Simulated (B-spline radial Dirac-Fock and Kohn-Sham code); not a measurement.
Compton profile of Kr²³⁺

System: the Kr²³⁺ ion, [Ne] 3s2 3p1.

Input file task.json (cfg lists n, l and occupation; rrms is the nuclear radius in fm):

```json
{"items": [{
  "Z": 36,
  "q": 23,
  "cfg": [[1, 0, 2], [2, 0, 2], [2, 1, 6], [3, 0, 2], [3, 1, 1]],
  "A": 84,
  "rrms": 4.1884,
  "do": ["scatter"],
  "s": [0.0, 0.06, 0.08, 0.1, 0.12, 0.15, 0.19, 0.24, 0.3, 0.37, 0.46, 0.57, 0.71, 0.88, 1.1, 1.37, 1.7, 2.12, 2.64, 3.28, 4.09, 5.09, 6.34],
  "pz": [0, 0.1, 0.2, 0.3, 0.4, 0.5, 0.6, 0.8, 1.0, 1.2, 1.4, 1.6, 1.8, 2.0, 2.5, 3.0, 4.0, 5.0, 7.0, 10.0, 15.0, 20.0, 30.0, 40.0, 60.0, 100.0],
  "hv_scatter": [1000, 2000, 8047.8, 17479.3, 20000, 50000, 500000, 1000000]
}]}
```

Command: `python xray_run.py task.json out`

Level of theory: the impulse approximation on Dirac-Fock densities; a radial B-spline solver. pz is in atomic units of momentum; subshell profiles are per electron, for a selection of subshells; open shells are spread over both j values by their weights.

```
 pz    J total   J 1s1/2   J 2s1/2   J 3p1/2   J 3p3/2
  0     0.9245    0.0234    0.0838     0.104     0.105
0.2     0.9223    0.0234    0.0837     0.104     0.105
0.3     0.9195    0.0234    0.0836     0.104     0.105
0.4     0.9157    0.0234    0.0834     0.104     0.105
0.5     0.9108    0.0234    0.0832     0.104     0.105
0.6     0.9049    0.0234    0.0829     0.104     0.105
0.8     0.8902    0.0234    0.0823     0.104     0.105
  1     0.8720    0.0234    0.0815     0.104     0.105
1.2     0.8508    0.0233    0.0805     0.103     0.104
1.4     0.8271    0.0233    0.0793     0.103     0.104
1.6     0.8015    0.0233    0.0780     0.101     0.102
1.8     0.7745    0.0232    0.0765    0.0998     0.101
  2     0.7466    0.0232    0.0749    0.0978    0.0986
2.5     0.6767    0.0231    0.0703    0.0907    0.0911
  3     0.6111    0.0229    0.0652    0.0808    0.0809
  4     0.5052    0.0225    0.0538    0.0565    0.0559
  5     0.4319    0.0221    0.0423    0.0335    0.0327
  7     0.3310    0.0209    0.0228   0.00907   0.00878
 10     0.2106    0.0187   0.00717   0.00454   0.00471
 15    0.09482    0.0144   0.00209   0.00303   0.00300
 20    0.04759    0.0104   0.00198   0.00118   0.00113
 30    0.01553   0.00488   0.00106  0.000165  0.000147
 40   0.006030   0.00219  0.000426  3.03e-05  2.54e-05
 60   0.001221  0.000494  7.72e-05  2.23e-06  1.64e-06
100  0.0001155  4.93e-05  6.35e-06    < 1e-6    < 1e-6
```

J(0) = 0.9245. The 3s1/2 subshell gives the largest part, 38 %.

Mean momentum ⟨p⟩ by subshell (a.u.): 1s1/2 31.4, 2s1/2 11.1, 2p1/2 14.8, 2p3/2 14.4, 3s1/2 6.04, 3p1/2 7.19, 3p3/2 7.10.

Values without a named source are computed, but for edge energies of neutral atoms, which are taken from tables.
